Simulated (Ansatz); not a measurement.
Calculated with Ansatz (gas phase, PBE0-D4/def2-TZVP geometries, no zero-point term in ΔE). CCSD(T)/CBS adds triple-zeta CCSD(T) − MP2 to the extrapolated MP2 energy (def2 sets, frozen cores). This one scheme is used for every species. Each species was taken in one conformer, which may not be the lowest.

Consider the ligand exchange at the Si–S bond: `[SiH3]S` + `NC(O)(F)F` → `OC(F)(F)N[SiH3]` + H₂S.

| level | ΔE (eV) |
| --- | --- |
| SCS-MP2/def2-TZVPP | 0.04 |
| HF/def2-QZVPP | 0.06 |

**Question.** What does CCSD(T)/CBS give? (An estimate is asked.)

**Answer.** The calculation gave: +0.07 eV. The listed levels differ from it by -0.03, -0.01 eV.

Largest T1 diagnostic among the species: 0.011.

The D4 term adds −0.04 eV with B3LYP and −0.02 eV with PBE0; it sums over pairs of atoms, weighted by their polarisabilities, and B3LYP, whose exchange is more repulsive, gets the larger term.

B3LYP here is the variant with VWN-RPA as its local correlation; programs differ in this.
